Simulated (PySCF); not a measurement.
Structure with atom numbers: `[O:1]=[CH:2][NH:3][C:4]1=[CH:5][SiH2:6][CH:7]=[CH:8][SiH2:9]1`. Each H is labelled by its parent atom.

[PySCF 2.14.0 with density-fitted response routines: GFN2-xTB structure; σ from GIAO-PBE0/pcSseg-1; relativity neglected; one averaged value for each set of equivalent atoms; a single conformation; gas phase]

Shifts are taken against calculated references (same method and geometry level): 13C (σref 186.93) against TMS.

Problem. Do the 13C shifts follow the atomic charges (in e)? Tabulate both.

Solution. 
| atoms | hybridisation | δ (ppm) | σ para (ppm) | Hirshfeld | IAO | Mulliken | ESP-fitted |
| --- | --- | --- | --- | --- | --- | --- | --- |
| C8 | sp2 | 165.1 | -241 | -0.13 | -0.41 | -0.41 | -0.44 |
| C2 | sp2 | 162.2 | -219 | +0.15 | +0.30 | +0.44 | +0.53 |
| C4 | sp2 | 151.6 | -225 | -0.04 | -0.14 | -0.15 | +0.22 |
| C7 | sp2 | 142.3 | -214 | -0.14 | -0.42 | -0.41 | -0.23 |
| C5 | sp2 | 117.1 | -190 | -0.16 | -0.47 | -0.43 | -0.52 |

Correlation coefficients of δ with charge over these carbons: Hirshfeld +0.55, IAO +0.53, Mulliken +0.48, ESP-fitted +0.52; with the paramagnetic shielding -0.92. With so few points these coefficients are fragile. Charge is one influence among several: hybridisation and low-lying excitations act through the paramagnetic term.

Shifts are as computed. Against solution values, carbons near 30 ppm lie about +3 ppm off and those near 130 ppm about +5 ppm. Of 1211 compounds with measured shifts, 218 miss one by over three times the rms of a fit or turn the order of signals round; such compounds aren't used in these exercises. Hydrogen bonding in solution deshields acid and N–H amide carbonyl carbons by as much as 10 ppm beyond these values.
